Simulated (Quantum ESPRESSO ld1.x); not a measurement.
Species: the zinc ion Zn23+. Configuration: [He] 2s2 2p3.

Method: scalar-relativistic Kohn-Sham, PBEsol, spin-unpolarised, spherical densities, point nucleus; computed with ld1.x of Quantum ESPRESSO 7.5.

Energy parts (hartree):
| part | energy |
|---|---|
| total | -1349.574 |
| kinetic | 1376.616 |
| electron-nucleus | -2850.416 |
| Hartree | 158.587 |
| exchange-correlation | -34.361 |

Orbitals (lengths in bohr, moments of r in powers of bohr; <r^-3> diverges for s and p1/2; r(max) is where P^2 peaks):
| orbital | occ. | eigenvalue (hartree) | r(max) | <r^2> | <r^-3> | <r^4> |
|---|---|---|---|---|---|---|
| 1s | 2 | -398.157 | 0.03290 | 0.003385 | - | 0.00002934 |
| 2s | 2 | -83.6136 | 0.1833 | 0.05385 | - | 0.004859 |
| 2p | 3 | -79.2562 | 0.1455 | 0.04147 | 907.0 | 0.003308 |
| 3s | 0 | -34.1483 | 0.4870 | 0.2965 | - | 0.1272 |
| 3p | 0 | -32.7793 | 0.4638 | 0.2764 | 237.5 | 0.1146 |

The highest occupied level is 2p at -2156.7 eV. For comparison, the ionisation energy in NIST's Atomic Spectra Database is 2214 eV (semi-empirical). In exact Kohn-Sham theory the highest level is minus the ionisation energy, but local and semilocal functionals leave it too shallow, through self-interaction and a potential that decays too fast; potentials with the right tail come closer.

Run on one thread of a shared host, so times are rough (Intel(R) Xeon(R) Processor @ 2.60GHz): 0.57 s of CPU time, 0.61 s wall, 32 iterations on 2001 mesh points.

Beside tabulated values, note that spin-unpolarised runs miss the spin-polarisation part of the exchange energy of open shells.
